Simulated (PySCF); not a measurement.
## A survey of $^{29}$Si NMR shifts

Gas phase, fast rotation and ring inversion assumed for equivalent nuclei, relativity neglected, single conformer. Structure optimised with GFN2-xTB; σ from GIAO-PBE0/pcSseg-1; PySCF 2.14.0 with density-fitted response routines.

Shieldings were converted by a linear fit to measured shifts: $^{29}$Si (scatter 8.9 ppm rms, 25.8 ppm with the 6 outliers that the fit left out vs TMS, solution or neat liquid). A few per cent of atoms miss by over 2 rms, more outside the fitted compound classes.

(1) Give the $^{29}$Si shifts of `C#C/C=C(\Cl)[SiH](C)C`, `C[C@@H](F)[Si@@H](F)C=O`, `C[SiH2][C@@H](CF)CSC`, `C=CCC#C[SiH2]CCl`, `C=C1[SiH2][C@@H](Cl)/C1=C/C`.

(2) Order these by $^{29}$Si shift, lowest first.
A. O=C1CO[C@@H]([SiH2]F)[C@H]1F
B. C=C1C[Si@H]1C1(Cl)CC1
C. C=C/C=C(/C=C)[SiH2]Cl
D. CC#C[Si@@H](Cl)C1CC1
E. O=CO[C@@]1(F)[SiH2]C[C@@H]1F
F. CCS[Si@H](F)C(C)C

Answers

(1) 
```
                   compound                                       environment  δ (ppm)
      C#C/C=C(\Cl)[SiH](C)C                          silicon bonded to 3 C, H    -19.2
    C[C@@H](F)[Si@@H](F)C=O                       silicon bonded to 2 C, F, H    -24.4
       C[SiH2][C@@H](CF)CSC                        silicon bonded to 2 C, 2 H    -39.2
           C=CCC#C[SiH2]CCl                        silicon bonded to 2 C, 2 H    -63.1
C=C1[SiH2][C@@H](Cl)/C1=C/C  silicon bonded to 2 C, 2 H, in a 4-membered ring    -33.9
```

(2) B (-86.6 ppm, silicon bonded to 3 C, H, in a 3-membered ring), E (-58.4 ppm, silicon bonded to 2 C, 2 H, in a 4-membered ring), C (-34.4 ppm, silicon bonded to C, Cl, 2 H), D (-23.1 ppm, silicon bonded to 2 C, Cl, H), A (-13.6 ppm, silicon bonded to C, F, 2 H), F (17.5 ppm, silicon bonded to C, F, S, H).
